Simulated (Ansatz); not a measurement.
Molecule: C$_{2}$H$_{8}$GeN, net charge 0, doublet state. It need not be the lowest isomer of its formula. SMILES: C[N](C)[GeH2]
Geometry from a B3LYP-D3(BJ)/def2-TZVP (Ansatz, a program for electronic structure) optimisation:
```xyz
12

C     -1.8423    -0.4545     0.6324
N     -0.5808     0.2509     0.5542
C     -0.6784     1.6537     0.8976
Ge     0.7803    -0.3607    -0.5578
H     -2.6035    -0.0270    -0.0346
H     -2.2358    -0.4044     1.6545
H     -1.7085    -1.5044     0.3734
H     -1.0396     1.7624     1.9270
H     -1.3756     2.1973     0.2451
H      0.2987     2.1313     0.8306
H      0.8314    -1.8887    -0.2418
H      2.0522     0.3226     0.0363
```
Charge 0, spin multiplicity 2.

Computed values are from Ansatz. Cores are frozen in the correlated levels unless marked. Open shells are spin-unrestricted. Spin-orbit coupling is left out. Frozen are the shells of the preceding noble gas and the d and f shells that filled before the atom's block. No relativistic terms. CBS marks a two-point X^-3 extrapolation of the correlation energy; Hartree-Fock from the larger set.

Problem. What is the atomisation energy De at CCSD(T)/CBS(def2-TZVPPD,def2-QZVPPD)?

Solution. 4032.4 kJ/mol.

Problem. What is the T1 diagnostic at CCSD/def2-QZVPPD?

Solution. 0.017.

Problem. What is the total energy at CCSD(T)/CBS(def2-TZVPPD,def2-QZVPPD)?

Solution. -2211.0792 Eh.

Problem. What is the dipole moment at CCSD(T)/aug-cc-pVDZ?

Solution. 1.29 D.
